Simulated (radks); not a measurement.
Problem. The mean radii <r> (bohr) of the occupied orbitals of an atom or ion are listed with their occupations. All-electron calculation, scalar-relativistic Kohn-Sham, LB94 model potential, spin-polarised, spherical densities, finite nucleus; Fermi nuclear charge, rms radius of each element as measured or else 0.836 A^(1/3) + 0.57 fm. Program: a radial shooting solver on a logarithmic mesh with Libxc functionals.

orbital  occ.      <r>
1s down     1  0.02356
1s up       1  0.02357
2s up       1  0.09861
2s down     1  0.09866
2p up       3  0.08620
2p down     2  0.08623

Name the element and its charge. Open shells, if any, are filled with parallel spins first.

Solution. Z = 60, neodymium, charge +51: Nd51+ in [He] 2s2 2p5. The 1s radius gives Z: for a bare nucleus <r> = (2 gamma + 1)/(2Z) with gamma = sqrt(1 - (Z/c)^2), 0.02332 bohr for Z = 60, and screening makes it slightly larger (0.02356 here). The occupations add up to 9, and the charge is Z minus that.
